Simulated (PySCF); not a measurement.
Compound: C6H8NO (doublet state).
Atom-mapped SMILES: `[O:1]=[CH:2][NH:3][C:4]12[CH2:5][C:6]([CH2:7]1)[CH2:8]2` (hydrogens: H9 on C2; H10 on N3; H11, H12 on C5; H13, H14 on C7; H15, H16 on C8)

Cartesian coordinates in Å at the GFN2-xTB level; atoms count from 1:
```
atom  x, y, z in Å
O1     1.8354    0.9074    1.6373
C2     2.0988   -0.0380    0.9444
N3     1.2611   -0.6180    0.0577
C4    -0.0753   -0.1340   -0.1498
C5    -1.1729   -0.0393    0.9275
C6    -1.7210    0.4424   -0.4218
C7    -1.0735   -0.7608   -1.1262
C8    -0.4526    1.2731   -0.6528
H9     3.0818   -0.5468    0.9622
H10    1.5615   -1.4076   -0.4934
H11   -1.5571   -0.9764    1.3183
H12   -1.0261    0.7042    1.7018
H13   -1.4539   -1.7471   -0.8782
H14   -0.8586   -0.6588   -2.1858
H15   -0.1918    1.5129   -1.6789
H16   -0.2633    2.0956    0.0263
```

The hyperfine couplings belong to this conformer and change with its torsions.

Level of theory: UKS B3LYP, pcH-1 on C H N O, non-relativistic, mean-field spin-orbit, GIAO in PySCF. Geometry: GFN2-xTB, one conformer, isolated molecule. Couplings are sensitive to structure, and on GFN2-xTB geometries they can be far from those on DFT ones. No stability test was run, so a lower SCF solution isn't excluded.

Problem. The isotropic 13C couplings, averaged over equivalent nuclei, are +368.2, +151.6, +9.5, -2.0 MHz. Assign them to C2; C4; C5/C7/C8; C6.

Solution. 
```tsv
site	a_iso (MHz)	ρ(0) (bohr⁻³)	position	distance from C6 (Å)	spin population	largest |T| (MHz)
C2	-2.0	-0.0018	4 bonds from C6	4.09	0.00	1.5
C4	+151.6	+0.1349	2 bonds from C6	1.76	+0.06	0.9
C5/C7/C8	+9.5	+0.0084	1 bond from C6	1.53	+0.02	13.4
C6	+368.2	+0.3275	largest spin population	0.00	+0.82	131.0
```

ρ(0) is the spin density at the nucleus and T the dipolar tensor; entries for several nuclei are means. The largest Mulliken spin population is on C6 (+0.82). The angles at C6 add up to 271.2°, so it is pyramidal.

Class means assume fast exchange of nuclei equivalent by connectivity; if that motion is slow, each nucleus keeps its own coupling.

The run took 83 s (with the writing of density and orbital grids) on Arm Neoverse V2, one thread, shared host, and the process peaked at 1.1 GiB of memory.
